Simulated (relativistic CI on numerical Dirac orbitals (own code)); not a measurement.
**Hyperfine structure of N2+, mass number 14**

Calculated at this level of theory: Dirac-Coulomb-Breit CI, separate exchange-only KLI orbitals for each configuration, QED by a radiative potential, valence Slater integrals scaled by 0.85, P86 correlation energy added to each configuration (own radial code, finite nucleus).

CI space (outside the closed core 1s2): 2s2 2p, 2s 2p2, 2p3, 2s2 3s, 2s2 3p, 2s2 3d, 2s2 4s, 2p2 3s, 2s 2p 3s, 2s2 4p, 2s2 4d, 2s2 4f, 2p2 3p, 2s 2p 3p, 2p2 3d, 2s 2p 3d. Levels of other configurations are missing.

Nuclear spin I = 1, μ = 0.40357 μN, Q = 0.0204 b (tables of Stone and Pyykkö). The electronic factors are computed for point nuclear moments, without core polarisation; leaving it out makes A of s and p electrons in near-neutral atoms 20 to 40 % too small, and it can dominate for d and f shells.

```json
{"Level": "2s2 2p 2P°_1/2", "E (eV)": "0.0000", "A (MHz)": "482.4", "B (MHz)": ""}
{"Level": "2s2 2p 2P°_3/2", "E (eV)": "0.0210", "A (MHz)": "110.7", "B (MHz)": "8.91"}
{"Level": "2s 2p2 4P_1/2", "E (eV)": "7.1516", "A (MHz)": "1101", "B (MHz)": ""}
{"Level": "2s 2p2 4P_3/2", "E (eV)": "7.1587", "A (MHz)": "513.5", "B (MHz)": "7.32"}
{"Level": "2s 2p2 4P_5/2", "E (eV)": "7.1681", "A (MHz)": "513.9", "B (MHz)": "-9.17"}
{"Level": "2s 2p2 2D_5/2", "E (eV)": "12.7236", "A (MHz)": "558", "B (MHz)": "17.7"}
{"Level": "2s 2p2 2D_3/2", "E (eV)": "12.7246", "A (MHz)": "-201.6", "B (MHz)": "12.4"}
{"Level": "2s 2p2 2S_1/2", "E (eV)": "15.9516", "A (MHz)": "2070", "B (MHz)": ""}
```

Levels with J = 0, under 50 % of one LS term, or S terms without an open s electron are left out. Small factors come from cancelling terms and can be off by tens of per cent or more.

For a near-neutral ion this model can misplace configurations by up to about 10,000 cm⁻¹ (more where the count of f electrons changes) and terms by 10 to 25 % of their spread. Rates follow the energies as ν³ (E1, M1) or ν⁵ (E2), so they and the lifetimes can be off by large factors. The fine structure of a lone outer electron comes out too small, for d and f at times inverted, and misplaced configurations move strength between like terms. 58 of the 69 excited levels that our extract of the measured tables holds in this range could be paired (the sources list more); they are missed by 2712 cm⁻¹ on average and 14194 at most, and levels without a partner can miss by more.

**Question.** Give the hyperfine levels of 2s2 2p 2P°_1/2 relative to its centre of gravity.

**Answer.** With K = F(F + 1) − I(I + 1) − J(J + 1), E = AK/2: F = 1/2: -482.4, F = 3/2: 241.2 MHz.
